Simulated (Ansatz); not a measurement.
Consider the cleavage of the Si–Ge bond: `C[SiH](N)[GeH2][NH2]` + CH₃NH₂ → `CN[SiH](C)N` + `[NH2][GeH3]`.

Isolated molecules relaxed with PBE0-D4/def2-TZVP in Ansatz; ΔE leaves out vibrations. CBS: MP2 limit from def2 TZ/QZ plus the TZ coupled-cluster correction, frozen cores. For Ge outer-core shells are correlated without core-valence functions, which leaves a few kJ/mol of doubt a bond. Scalar relativity is left out up to krypton. Each species was taken in one conformer, which may not be the lowest.

```
               species  CCSD(T)/CBS(def2) energy (Eh)
`C[SiH](N)[GeH2][NH2]`                    -2518.72420
                CH₃NH₂                      -95.75281
         `CN[SiH](C)N`                     -480.67879
         `[NH2][GeH3]`                    -2133.81884
```

Q: Work out ΔE.

A: ΔE = (-480.67879) + (-2133.81884) − (-2518.72420) − (-95.75281) = -0.02062 Eh = -0.56 eV.

Largest T1 diagnostic among the species: 0.011.

From PBE to PBE0 (25 % exact exchange), in def2-TZVPP and without D4, ΔE moves by −0.07 eV. In def2-TZVPP, CCSD(T) changes the Hartree–Fock value by +0.19 eV (the triples alone add +0.02 eV) and MP2 by +0.15 eV.
